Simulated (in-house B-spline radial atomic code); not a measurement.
Response and correlation along the 12-electron series, closed shell [Ne] 3s2; the second-order energy is extrapolated in partial waves. Computed with a B-spline radial code for spherical atoms: relativistic RPA and second-order many-body perturbation theory on Dirac-Hartree-Fock.

```json
{"ion": "As21+", "Z": "33", "dipole polarisability (bohr³)": "0.11597", "quadrupole polarisability (bohr⁵)": "0.011676", "ratio of RPA to uncoupled dipole": "1.1871", "second order correlation energy (Eh)": "-0.54856", "C6 of two such ions (Eh bohr⁶)": "0.025986"}
{"ion": "Se22+", "Z": "34", "dipole polarisability (bohr³)": "0.10203", "quadrupole polarisability (bohr⁵)": "0.0094207", "ratio of RPA to uncoupled dipole": "1.1862", "second order correlation energy (Eh)": "-0.55179", "C6 of two such ions (Eh bohr⁶)": "0.021166"}
{"ion": "Br23+", "Z": "35", "dipole polarisability (bohr³)": "0.090122", "quadrupole polarisability (bohr⁵)": "0.0076572", "ratio of RPA to uncoupled dipole": "1.1852", "second order correlation energy (Eh)": "-0.55492", "C6 of two such ions (Eh bohr⁶)": "0.017357"}
{"ion": "Kr24+", "Z": "36", "dipole polarisability (bohr³)": "?", "quadrupole polarisability (bohr⁵)": "?", "ratio of RPA to uncoupled dipole": "?", "second order correlation energy (Eh)": "?", "C6 of two such ions (Eh bohr⁶)": "?"}
{"ion": "Rb25+", "Z": "37", "dipole polarisability (bohr³)": "0.071087", "quadrupole polarisability (bohr⁵)": "0.0051601", "ratio of RPA to uncoupled dipole": "1.1832", "second order correlation energy (Eh)": "-0.56093", "C6 of two such ions (Eh bohr⁶)": "0.011887"}
{"ion": "Sr26+", "Z": "38", "dipole polarisability (bohr³)": "0.063443", "quadrupole polarisability (bohr⁵)": "0.004274", "ratio of RPA to uncoupled dipole": "1.1822", "second order correlation energy (Eh)": "-0.5638", "C6 of two such ions (Eh bohr⁶)": "0.009918"}
{"ion": "Zr28+", "Z": "40", "dipole polarisability (bohr³)": "0.05097", "quadrupole polarisability (bohr⁵)": "0.0029785", "ratio of RPA to uncoupled dipole": "1.1802", "second order correlation energy (Eh)": "-0.5693", "C6 of two such ions (Eh bohr⁶)": "0.0070051"}
{"ion": "Nb29+", "Z": "41", "dipole polarisability (bohr³)": "?", "quadrupole polarisability (bohr⁵)": "?", "ratio of RPA to uncoupled dipole": "?", "second order correlation energy (Eh)": "?", "C6 of two such ions (Eh bohr⁶)": "?"}
{"ion": "Mo30+", "Z": "42", "dipole polarisability (bohr³)": "0.041368", "quadrupole polarisability (bohr⁵)": "0.0021146", "ratio of RPA to uncoupled dipole": "1.1783", "second order correlation energy (Eh)": "-0.57451", "C6 of two such ions (Eh bohr⁶)": "0.0050329"}
{"ion": "Tc31+", "Z": "43", "dipole polarisability (bohr³)": "0.037395", "quadrupole polarisability (bohr⁵)": "0.0017928", "ratio of RPA to uncoupled dipole": "1.1774", "second order correlation energy (Eh)": "-0.57698", "C6 of two such ions (Eh bohr⁶)": "0.0042904"}
{"ion": "Ru32+", "Z": "44", "dipole polarisability (bohr³)": "0.033875", "quadrupole polarisability (bohr⁵)": "0.0015257", "ratio of RPA to uncoupled dipole": "1.1765", "second order correlation energy (Eh)": "-0.5794", "C6 of two such ions (Eh bohr⁶)": "0.0036701"}
{"ion": "Rh33+", "Z": "45", "dipole polarisability (bohr³)": "0.030746", "quadrupole polarisability (bohr⁵)": "0.001303", "ratio of RPA to uncoupled dipole": "1.1756", "second order correlation energy (Eh)": "-0.58176", "C6 of two such ions (Eh bohr⁶)": "0.0031497"}
{"ion": "Pd34+", "Z": "46", "dipole polarisability (bohr³)": "0.027958", "quadrupole polarisability (bohr⁵)": "0.0011165", "ratio of RPA to uncoupled dipole": "1.1749", "second order correlation energy (Eh)": "-0.58405", "C6 of two such ions (Eh bohr⁶)": "0.0027114"}
{"ion": "Ag35+", "Z": "47", "dipole polarisability (bohr³)": "0.025467", "quadrupole polarisability (bohr⁵)": "0.00095971", "ratio of RPA to uncoupled dipole": "1.1741", "second order correlation energy (Eh)": "-0.58627", "C6 of two such ions (Eh bohr⁶)": "0.0023408"}
{"ion": "Cd36+", "Z": "48", "dipole polarisability (bohr³)": "0.023237", "quadrupole polarisability (bohr⁵)": "0.00082733", "ratio of RPA to uncoupled dipole": "1.1735", "second order correlation energy (Eh)": "-0.58846", "C6 of two such ions (Eh bohr⁶)": "0.0020263"}
{"ion": "In37+", "Z": "49", "dipole polarisability (bohr³)": "?", "quadrupole polarisability (bohr⁵)": "?", "ratio of RPA to uncoupled dipole": "?", "second order correlation energy (Eh)": "?", "C6 of two such ions (Eh bohr⁶)": "?"}
{"ion": "Sn38+", "Z": "50", "dipole polarisability (bohr³)": "0.019436", "quadrupole polarisability (bohr⁵)": "0.00061984", "ratio of RPA to uncoupled dipole": "1.1724", "second order correlation energy (Eh)": "-0.59263", "C6 of two such ions (Eh bohr⁶)": "0.0015298"}
{"ion": "Sb39+", "Z": "51", "dipole polarisability (bohr³)": "0.017814", "quadrupole polarisability (bohr⁵)": "0.00053853", "ratio of RPA to uncoupled dipole": "1.172", "second order correlation energy (Eh)": "-0.59465", "C6 of two such ions (Eh bohr⁶)": "0.0013338"}
```

(1) Fill in the row of Kr24+.

(2) Fill in the row of Nb29+.

(3) Fill in the row of In37+.

(4) How fast does the dipole polarisability fall along the series?

Results:

(1) dipole polarisability (bohr³): 0.079903; quadrupole polarisability (bohr⁵): 0.0062662; ratio of RPA to uncoupled dipole: 1.1842; second order correlation energy (Eh): -0.55799; C6 of two such ions (Eh bohr⁶): 0.014323.

(2) dipole polarisability (bohr³): 0.045864; quadrupole polarisability (bohr⁵): 0.0025042; ratio of RPA to uncoupled dipole: 1.1792; second order correlation energy (Eh): -0.57192; C6 of two such ions (Eh bohr⁶): 0.0059259.

(3) dipole polarisability (bohr³): 0.021236; quadrupole polarisability (bohr⁵): 0.00071518; ratio of RPA to uncoupled dipole: 1.1729; second order correlation energy (Eh): -0.59057; C6 of two such ions (Eh bohr⁶): 0.0017585.

(4) From 0.116 to 0.01781 bohr³; a fit of its logarithm against log Z from Z = 33 to 51 has slope -4.30.
